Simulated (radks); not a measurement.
Spherical quantum dot in the effective-mass picture: electrons in a hard-walled sphere of radius 3.78, with a point charge +1 (a donor) at the centre, all in effective atomic units (hartree* = m*/eps^2 hartree, bohr* = eps/m* bohr), one dielectric constant everywhere. Method: non-relativistic Kohn-Sham, PBEsol, spin-polarised, spherical densities; computed with a radial shooting solver with Libxc functionals. Levels are named by radial order and angular momentum (1s, 1p, 1d, 2s, ...), and open shells are averaged over m.

N = 22, configuration 1s2 1p6 1d10 2s(up 1, down 0) 1f(up 3, down 0). This is the lowest configuration that the search found. Occupied and some empty levels:

| level | occupation | eigenvalue (hartree*) | <r> (bohr*) |
|---|---|---|---|
| 1s up | 1 | 7.3392 | 2.408 |
| 1s down | 1 | 7.3906 | 2.456 |
| 1p up | 3 | 7.5515 | 2.622 |
| 1p down | 3 | 7.5929 | 2.620 |
| 1d up | 5 | 7.8745 | 2.721 |
| 1d down | 5 | 7.9162 | 2.717 |
| 2s up | 1 | 8.1871 | 1.452 |
| 1f up | 3 | 8.3099 | 2.796 |
| 1f down | 0 | 8.3531 | 2.793 |
| 2s down | 0 | 8.3724 | 1.509 |
| 1g up | 0 | 8.8505 | 2.858 |
| 1g down | 0 | 8.8951 | 2.855 |
| 2p up | 0 | 9.0983 | 1.900 |
| 2p down | 0 | 9.1750 | 1.941 |
| 2d up | 0 | 9.8876 | 2.127 |
| 2d down | 0 | 9.9316 | 2.143 |

Energy (hartree*): total 91.1779, kinetic 26.232, external -9.4191, Hartree 83.974, exchange-correlation -9.6093.
